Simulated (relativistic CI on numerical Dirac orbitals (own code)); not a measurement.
**Crystal-field levels of Fe⁶⁺, 3d2**

Calculated by Dirac-Coulomb-Breit CI, orbitals from a KLI potential per configuration, model QED (radiative potential, 1s self-energy scaled to tabulated hydrogen-like ionisation energies), valence Slater integrals scaled by 0.65, one configuration in a parametric crystal field (own radial code).

Field parameters in Wybourne normalisation: Td as Oh with Dq negative (B⁴₀ = 21Dq, B⁴₄ = √(5/14) B⁴₀). The field is a parameter set, without covalency.

S and J are read from ⟨S²⟩ = S(S + 1) and ⟨J²⟩ = J(J + 1) of each level; they are not fictitious spins.

Td, 10Dq = -2600 cm⁻¹, the lowest 10 levels:

```json
{"E (cm⁻¹)": "0.0", "Degeneracy": "3", "Irrep": "T2", "S": "1.00", "J": "2.75"}
{"E (cm⁻¹)": "2436", "Degeneracy": "2", "Irrep": "E", "S": "1.00", "J": "2.43"}
{"E (cm⁻¹)": "2625", "Degeneracy": "1", "Irrep": "A2", "S": "1.00", "J": "3.00"}
{"E (cm⁻¹)": "2826", "Degeneracy": "3", "Irrep": "T2", "S": "1.00", "J": "3.25"}
{"E (cm⁻¹)": "2944", "Degeneracy": "3", "Irrep": "T1", "S": "1.00", "J": "3.19"}
{"E (cm⁻¹)": "4675", "Degeneracy": "3", "Irrep": "T2", "S": "1.00", "J": "3.26"}
{"E (cm⁻¹)": "5008", "Degeneracy": "2", "Irrep": "E", "S": "1.00", "J": "3.73"}
{"E (cm⁻¹)": "5541", "Degeneracy": "3", "Irrep": "T1", "S": "1.00", "J": "3.84"}
{"E (cm⁻¹)": "5852", "Degeneracy": "1", "Irrep": "A1", "S": "1.00", "J": "3.98"}
{"E (cm⁻¹)": "14645", "Degeneracy": "2", "Irrep": "E", "S": "0.08", "J": "2.21"}
```

Td, 10Dq = -4700 cm⁻¹, the lowest 10 levels:

```tsv
E (cm⁻¹)	Degeneracy	Irrep	S	J
0.0	3	T2	1.00	2.97
4586	1	A2	1.00	3.00
4622	2	E	0.99	2.78
4758	3	T2	1.00	3.23
4960	3	T1	1.00	3.26
8028	3	T2	1.00	3.06
8210	2	E	1.00	3.45
8916	3	T1	1.00	3.74
9262	1	A1	1.00	3.94
15106	2	E	0.05	2.42
```

Td, 10Dq = -6800 cm⁻¹, the lowest 16 levels:

```
E (cm⁻¹)  Degeneracy  Irrep     S     J
     0.0           3     T2  1.00  3.07
    6629           1     A2  1.00  3.00
    6754           2      E  0.99  2.95
    6786           3     T2  1.00  3.20
    7027           3     T1  1.00  3.30
   11392           3     T2  1.00  2.98
   11463           2      E  0.99  3.28
   12245           3     T1  1.00  3.65
   12579           1     A1  1.00  3.86
   15408           2      E  0.06  2.55
   21304           3     T2  0.15  2.27
   23694           1     A1  0.97  1.03
   24060           3     T1  1.00  1.27
   24339           1     A1  0.08  3.82
   24605           2      E  0.99  2.07
   24846           3     T2  0.94  2.10
```

Td, 10Dq = -8900 cm⁻¹, the lowest 10 levels:

| E (cm⁻¹) | Degeneracy | Irrep | S | J |
| --- | --- | --- | --- | --- |
| 0.0 | 3 | T2 | 1.00 | 3.12 |
| 8699 | 1 | A2 | 1.00 | 3.00 |
| 8848 | 3 | T2 | 1.00 | 3.19 |
| 8853 | 2 | E | 0.99 | 3.05 |
| 9110 | 3 | T1 | 1.00 | 3.32 |
| 14450 | 2 | E | 0.86 | 3.13 |
| 14642 | 3 | T2 | 1.00 | 2.91 |
| 15432 | 3 | T1 | 1.00 | 3.54 |
| 15724 | 1 | A1 | 1.00 | 3.73 |
| 15808 | 2 | E | 0.34 | 2.69 |

Td, 10Dq = -11000 cm⁻¹, the lowest 16 levels:

| E (cm⁻¹) | Degeneracy | Irrep | S | J |
| --- | --- | --- | --- | --- |
| 0.0 | 3 | T2 | 1.00 | 3.15 |
| 10779 | 1 | A2 | 1.00 | 3.00 |
| 10919 | 2 | E | 0.98 | 3.09 |
| 10924 | 3 | T2 | 1.00 | 3.18 |
| 11199 | 3 | T1 | 1.00 | 3.33 |
| 15519 | 2 | E | 0.17 | 2.81 |
| 17742 | 3 | T2 | 1.00 | 2.85 |
| 17963 | 2 | E | 0.96 | 2.98 |
| 18448 | 3 | T1 | 1.00 | 3.42 |
| 18674 | 1 | A1 | 0.99 | 3.57 |
| 25857 | 1 | A1 | 0.02 | 3.83 |
| 25924 | 3 | T2 | 0.08 | 2.46 |
| 30094 | 1 | A1 | 1.00 | 1.48 |
| 30283 | 3 | T1 | 0.96 | 1.86 |
| 30707 | 2 | E | 1.00 | 2.15 |
| 30877 | 3 | T2 | 0.97 | 2.17 |

The free-ion ground term has S = 1. Every field shown keeps that spin.

Levels of this model without a field, named by their leading LS term (the scale mimics covalency, so terms lie below those of the real free ion): 3F_2 0, 3F_3 1032, 3F_4 2270, 1D_2 14040, 3P_0 16050, 3P_1 16446, 3P_2 17315, 1G_4 21365 cm⁻¹.
